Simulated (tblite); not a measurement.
Species: C6H9O2 (doublet state).
SMILES with atom numbers: `[CH2:1][C@@:2]1([CH3:3])[CH2:4][C:5](=[O:6])[CH2:7][O:8]1` (hydrogens: H9, H10 on C1; H11, H12, H13 on C3; H14, H15 on C4; H16, H17 on C7)

Cartesian coordinates in Å at the GFN2-xTB level; atoms count from 1:
```xyz
17
C6H9O2 angstrom
C     -1.2153    1.1431   -1.1921
C     -0.5020    0.2841   -0.2364
C     -1.4444   -0.7383    0.4180
C      0.6990   -0.4600   -0.8890
C      1.7303   -0.4998    0.2124
O      2.7152   -1.1815    0.2578
C      1.2625    0.4888    1.2624
O      0.1116    1.1146    0.7618
H     -0.8648    2.1401   -1.3658
H     -2.1124    0.8016   -1.6662
H     -2.1986   -0.2119    0.9971
H     -0.8900   -1.3989    1.0807
H     -1.9351   -1.3345   -0.3458
H      0.4454   -1.4528   -1.2532
H      1.1097    0.1209   -1.7179
H      1.0583   -0.0508    2.2000
H      2.0235    1.2474    1.4661
```

Computed values, GFN2-xTB/tblite, gas phase, harmonic and unscaled. This tight-binding method is rough: wavenumbers can miss measured ones by several per cent, in bad cases by 10 to 20. One conformer, not necessarily the lowest. Open shells enter through the occupations alone, without spin polarisation, and single modes of such species can be off by tens of per cent.

Harmonic wavenumbers (cm⁻¹): 65.6, 106.4, 152.4, 215.8, 267.6, 323.1, 367.0, 425.5, 440.9, 455.8, 515.2, 571.9, 641.6, 772.5, 817.8, 861.8, 876.0, 913.8, 956.7, 989.0, 1047.8, 1075.9, 1099.0, 1122.1, 1149.7, 1168.1, 1201.7, 1246.8, 1251.3, 1368.7, 1390.9, 1411.1, 1432.9, 1484.4, 1490.0, 1815.0, 2855.7, 2954.8, 2971.2, 3025.5, 3035.5, 3049.0, 3051.7, 3150.2, 3202.7.

A = 3808, B = 1620, C = 1515 MHz; mass 113.060 u (most abundant isotopes); point group C1, symmetry number 1; spin multiplicity 2.

Task: Zero-point energy?

Result: Half the sum of the wavenumbers: 29394 cm⁻¹ = 351.63 kJ/mol.

Task: Entropy at 500 K, 1 bar (ideal gas, RRHO, classical rotation)?

Result: Translation 178.57, rotation 123.32, vibration 166.46, spin (R ln 2) 5.76: S = 474.1 J/(mol K).

Task: And Cp and H(500 K) − H(0)?

Result: Cp = 214.66 J/(mol K), of which vibrations give 181.40 (their classical limit is 45 R = 374.2); H(500 K) − H(0) = 61.95 kJ/mol without the zero-point energy, 45.32 from vibrations.

Task: How do the functions run with temperature in this model?

Result: 
```tsv
T (K)	S (J/(mol K))	Cp (J/(mol K))	H − H(0) (kJ/mol)	G − H(0) (kJ/mol)	ln q(vib)
100	275.6	65.4	4.69	-22.87	0.94
200	333.0	104.5	13.19	-53.41	2.78
300	382.9	144.6	25.64	-89.23	4.82
800	590.7	280.2	137.11	-335.42	15.55
1000	656.4	308.3	196.11	-460.27	19.58
```

q(vib) and H(0) count from the zero-point level.

Task: Blend soft modes into free rotors: weight 1/[1 + (100 cm⁻¹/ν̃)⁴] for the oscillator and the rest for a rotor with moment μB/(μ + B), μ = h/(8π²ν), B = 10⁻⁴⁴ kg m². What vibrational entropy results?

Result: 158.69 J/(mol K) in place of 166.46, which changes −T·S at 500 K by +3.89 kJ/mol.

Task: What must be added to the electronic energy to get the Gibbs energy at 500 K and 1 bar?

Result: ZPE + [H(500 K) − H(0)] − T·S = 351.63 + 61.95 − 237.06 = 176.52 kJ/mol.

Task: Which modes carry the vibrational entropy at 500 K?

Result: 65.6 cm⁻¹: 22.19; 106.4 cm⁻¹: 18.19; 152.4 cm⁻¹: 15.23; 215.8 cm⁻¹: 12.41; 267.6 cm⁻¹: 10.69; 323.1 cm⁻¹: 9.21 J/(mol K); the other 39 give 78.54 together.

Hindered rotation and anharmonicity are outside this model. Other conformers, if any are populated, would add a mixing term that is left out. The structure is chiral; the term R ln 2 for an equal mix with its mirror image is left out.
